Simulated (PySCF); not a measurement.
Job for PySCF: R-M06-2X/def2-TZVPP on CH5B (SMILES BC), a point of a torsion scan.

```python
from pyscf import gto, dft

mol = gto.M(
    atom='''
    B     0.89578196    0.07199672    0.01631630
    C    -0.66291456   -0.06345372    0.03336812
    H     1.57846265   -0.87354336   -0.07570411
    H     1.38793573    1.13277622    0.06067271
    H    -1.02981813   -1.05238752    0.29610563
    H    -1.01761353    0.14295632   -0.97902975
    H    -1.15345117    0.66870228    0.67144893
    ''',
    basis='def2-tzvpp',
    charge=0, spin=0, verbose=4, max_memory=1800)
mf = dft.RKS(mol, xc='m062x').density_fit(auxbasis='def2-universal-jkfit')
mf.grids.level = 4
mf.conv_tol = 1e-9
mf.max_cycle = 150
mf.kernel()
mf.dip_moment()
```

### Question
Predict the final total energy.

### Answer
-65.9232 hartree.
